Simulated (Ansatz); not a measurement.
Consider the redistribution: `[Cl][In]([Cl])[I]` + `N[SiH3]` → `[NH2][In]([Cl])[Cl]` + `[SiH3]I`.

Program: Ansatz. Geometries: PBE0-D4/def2-TZVP. ΔE: electronic, gas phase. CBS: MP2 limit from def2 TZ/QZ plus the TZ coupled-cluster correction, frozen cores. This one scheme is used for every species. DFT in def2-TZVPP. def2 core potentials past Kr. For I, In outer-core shells are correlated without core-valence functions, which leaves a few kJ/mol of doubt a bond. One conformer a species, not always the lowest.

`[Cl][In]([Cl])[I]`:

Cartesian coordinates in Å:
```
Cl 1.897 0.330 1.311
In -0.002 0.005 0.053
Cl -2.001 -0.112 1.188
I 0.106 -0.223 -2.552
```

`N[SiH3]`:

Cartesian coordinates in Å:
```
N -1.007 -0.008 -0.353
Si 0.579 -0.031 0.314
H -1.266 -0.693 -1.044
H -1.455 0.874 -0.541
H 0.874 -1.423 0.741
H 1.679 0.396 -0.601
H 0.595 0.886 1.483
```

`[NH2][In]([Cl])[Cl]`:

Cartesian coordinates in Å:
```
N 0.573 0.303 1.077
In -0.322 -0.315 -0.600
Cl 0.895 -0.834 -2.491
Cl -2.587 -0.759 -0.661
H -0.011 0.818 1.722
H 1.452 0.786 0.953
```

`[SiH3]I`:

Z-matrix (Å, degrees):
```
Si
I 1 2.439
H 1 1.481 2 108.4
H 1 1.481 2 108.5 3 -120.0
H 1 1.481 2 108.5 3 120.0
```

| level | ΔE (kJ/mol) | difference from CCSD(T)/CBS |
| --- | --- | --- |
| B97M-V | 92.1 | 6.1 |
| CAM-B3LYP-D4 | 91.7 | 5.7 |
| revPBE | 77.9 | -8.1 |
| PBE0 | 86.0 | 0.0 |
| r2SCAN0 | 91.5 | 5.5 |
| BHLYP | 98.4 | 12.4 |
| LC-ωPBE | 83.2 | -2.8 |
| RPA@PBE/def2-TZVPP | 80.9 | -5.1 |
| HF/def2-SVP | 112.9 | 26.9 |
| CCSD/def2-SVP | 97.5 | 11.5 |
| HF/def2-TZVPP | 106.5 | 20.5 |
| MP2/def2-TZVPP | 85.7 | -0.3 |
| HF/def2-QZVPP | 106.9 | 20.9 |
| SCS-MP2/def2-QZVPP | 87.5 | 1.5 |
| MP2/CBS(def2) | 87.2 | 1.2 |
| CCSD/CBS(def2) | 88.9 | 2.9 |
| CCSD(T)/CBS | 86.0 | 0 |

Largest T1 diagnostic among the species: 0.013.

From BLYP to BHLYP (50 % exact exchange), in def2-TZVPP and without D4, ΔE moves by +13.1 kJ/mol. At CCSD(T), def2-SVP lies +9.6 kJ/mol from the extrapolated value and def2-TZVPP −1.5 kJ/mol. In def2-TZVPP, CCSD(T) changes the Hartree–Fock value by −22.0 kJ/mol (the triples alone add −2.9 kJ/mol) and MP2 by −20.9 kJ/mol.
